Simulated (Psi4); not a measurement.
H3FGaNO (SMILES [NH2][Ga]([OH])[F]), singlet, geometry from GFN2-xTB (such geometries of metal compounds can be far from the true shape); Psi4 1.11 with PBE/6-31G, TDA.

Psi4 was given this input:
```
memory 2 GB

molecule mol {
0 1
  Ga   -0.017077   -0.001123    0.003191
  F     1.684081   -0.254395   -0.345598
  O    -0.588739   -0.737651    1.465745
  H     0.036667   -1.197628    2.027474
  N    -1.030615    1.068203   -1.089402
  H    -2.021008    0.847948   -1.060520
  H    -0.718792    1.097832   -2.055647
symmetry c1
}

set basis 6-31g
set reference rks
set puream true
set save_jk true
set tdscf_states [5]
set tdscf_tda true
set d_convergence 1e-8

energy('td-pbe')
print_variables()
```

Output, abridged:

```
   => Loading Basis Set <=

    Name: 6-31G
    Role: ORBITAL
    Keyword: BASIS

         ---------------------------------------------------------
                                   SCF
               by Justin Turney, Rob Parrish, Andy Simmonett
                          and Daniel G. A. Smith
                              RKS Reference
         ---------------------------------------------------------

  ==> Geometry <==

    Molecular point group: c1
    Full point group: C1

    Geometry (in Angstrom), charge = 0, multiplicity = 1:

       Center              X                  Y                   Z               Mass
    ------------   -----------------  -----------------  -----------------  -----------------
         GA          -0.052174763987     0.007120675646    -0.002980448970    68.925573500000
         F            1.648983236013    -0.246151324354    -0.351769448970    18.998403162730
         O           -0.623836763987    -0.729407324354     1.459573551030    15.994914619570
         H            0.001569236013    -1.189384324354     2.021302551030     1.007825032230
         N           -1.065712763987     1.076446675646    -1.095573448970    14.003074004430
         H           -2.056105763987     0.856191675646    -1.066691448970     1.007825032230
         H           -0.753889763987     1.106075675646    -2.061818448970     1.007825032230

  Running in c1 symmetry.

  Rotational constants: A =      0.21177  B =      0.18408  C =      0.09882 [cm^-1]
  Rotational constants: A =   6348.82987  B =   5518.70905  C =   2962.67533 [MHz]
  Nuclear repulsion =  295.693027765774843

  Charge       = 0
  Multiplicity = 1
  Electrons    = 58
  Nalpha       = 29
  Nbeta        = 29

  ==> Algorithm <==

  SCF Algorithm Type is DF.
  DIIS enabled.
  MOM disabled.
  Fractional occupation disabled.
  Guess Type is SAD.
  Energy threshold   = 1.00e-06
  Density threshold  = 1.00e-08
  Integral threshold = 1.00e-12

  ==> Primary Basis <==

  Basis Set: 6-31G
    Blend: 6-31G
    Number of shells: 32
    Number of basis functions: 60
    Number of Cartesian functions: 62
    Spherical Harmonics?: true
    Max angular momentum: 2

  ==> DFT Potential <==

   => LibXC <=

    Version 7.1.2
    S. Lehtola, C. Steigemann, M. J. T. Oliveira, and M. A. L. Marques,  SoftwareX 7, 1–5 (2018) (10.1016/j.softx.2017.11.002)

   => Composite Functional: PBE <=

    PBE GGA Exchange-Correlation Functional

    J.P. Perdew et. al., Phys. Rev. Lett., 77(18), 3865-3868, 1996

    Deriv               =              1
    GGA                 =           TRUE
    Meta                =          FALSE

    Exchange Hybrid     =          FALSE
    MP2 Hybrid          =          FALSE

   => Exchange Functionals <=

    1.0000     XC_GGA_X_PBE

   => Correlation Functionals <=

    1.0000     XC_GGA_C_PBE

   => LibXC Density Thresholds  <==

    XC_GGA_C_PBE:  1.00E-12
    XC_GGA_X_PBE:  1.00E-15

   => Molecular Quadrature <=

    Radial Scheme          =       TREUTLER
    Pruning Scheme         =           NONE
    Nuclear Scheme         =       TREUTLER

    Blocking Scheme        =         OCTREE
    BS radius alpha        =              1
    Pruning alpha          =              1
    Radial Points          =             75
    Spherical Points       =            302
    Total Points           =         152801
    Total Blocks           =           1195
    Max Points             =            256
    Max Functions          =             58
    Weights Tolerance      =       1.00E-15

   => Loading Basis Set <=

    Name: (6-31G AUX)
    Role: JKFIT
    Keyword: DF_BASIS_SCF

  ==> Integral Setup <==

  SCF_SUBTYPE=INCORE selected. In-core MEM_DF algorithm will be used.
  Using in-core AOs.

  ==> MemDFJK: Density-Fitted J/K Matrices <==

    J tasked:                   Yes
    K tasked:                    No
    wK tasked:                   No
    Algorithm:                 Core
    Schwarz Cutoff:           1E-12
[...]
  @DF-RKS Final Energy: -2155.63402989005772
    Total Energy =                      -2155.6340298900577181
[...]
  DavidsonSolver iter   5:   7.08051e-09  3.84400e-06     40
  DavidsonSolver iter   6:   1.35089e-11  4.82967e-07     44      Converged

******************************************************************************************
**********                               WARNING                                **********
**********  Length-gauge rotatory strengths are **NOT** gauge-origin invariant  **********
******************************************************************************************

                                    Excitation Energy         Total Energy        Oscillator Strength             Rotatory Strength
     #   Sym: GS->ES (Trans)        au              eV              au          au (length)    au (velocity)    au (length)    au (velocity)
    ---- -------------------- --------------- --------------- --------------- --------------- --------------- --------------- ---------------
     1        A->A (1 A)       0.16998         4.62530        -2155.46405      0.0266          0.0140         -0.0035         -0.0047
     2        A->A (1 A)       0.20737         5.64272        -2155.42666      0.0206          0.0082          0.0127          0.0106
     3        A->A (1 A)       0.21908         5.96137        -2155.41495      0.0436          0.0305         -0.0215         -0.0226
     4        A->A (1 A)       0.23625         6.42874        -2155.39778      0.0165          0.0197          0.0292          0.0305
     5        A->A (1 A)       0.24606         6.69561        -2155.38797      0.0560          0.0356          0.0248          0.0023

Contributing excitations
Only contributions with abs(coeff) > 1.00e-01 will be printed:

Excited State    1 (1 A):   0.16998 au   268.06 nm f = 0.0266
  Sums of squares: Xssq =  1.000000e+00
     29a  ->  30a     0.975959 (95.250%)
     29a  ->  31a     0.188083 ( 3.538%)

Excited State    2 (1 A):   0.20737 au   219.72 nm f = 0.0206
  Sums of squares: Xssq =  1.000000e+00
     27a  ->  30a     0.160796 ( 2.586%)
     28a  ->  30a    -0.973456 (94.762%)
     29a  ->  31a    -0.122097 ( 1.491%)

Excited State    3 (1 A):   0.21908 au   207.98 nm f = 0.0436
  Sums of squares: Xssq =  1.000000e+00
     26a  ->  30a     0.114040 ( 1.301%)
     27a  ->  30a    -0.925835 (85.717%)
     28a  ->  30a    -0.161194 ( 2.598%)
     28a  ->  31a    -0.248953 ( 6.198%)
     29a  ->  31a     0.161507 ( 2.608%)

Excited State    4 (1 A):   0.23625 au   192.86 nm f = 0.0165
  Sums of squares: Xssq =  1.000000e+00
     24a  ->  30a     0.100191 ( 1.004%)
     25a  ->  30a    -0.137778 ( 1.898%)
     26a  ->  30a    -0.611896 (37.442%)
     27a  ->  30a    -0.148015 ( 2.191%)
     28a  ->  31a    -0.141645 ( 2.006%)
     29a  ->  31a    -0.653024 (42.644%)
     29a  ->  32a    -0.301359 ( 9.082%)

Excited State    5 (1 A):   0.24606 au   185.17 nm f = 0.0560
  Sums of squares: Xssq =  1.000000e+00
     24a  ->  30a    -0.162345 ( 2.636%)
     25a  ->  30a     0.321585 (10.342%)
     26a  ->  30a    -0.677998 (45.968%)
     28a  ->  31a    -0.115065 ( 1.324%)
     29a  ->  31a     0.282836 ( 8.000%)
     29a  ->  32a     0.539622 (29.119%)

******************************************************************************************
**********                               WARNING                                **********
**********       The names of excited state variables changed between 1.5       **********
**********     and 1.6. For a quick solution, remove the symmetry specifier     **********
**********   from the variable name. For full details, see 'Notes on Psivars'   **********
**********                        in the documentation.                         **********
******************************************************************************************

  Variable Map:
  ----------------------------------------------------------------------------
[...]
  Array Variable Map:
  ----------------------------------------------------------------------------
[...]
[...]
```
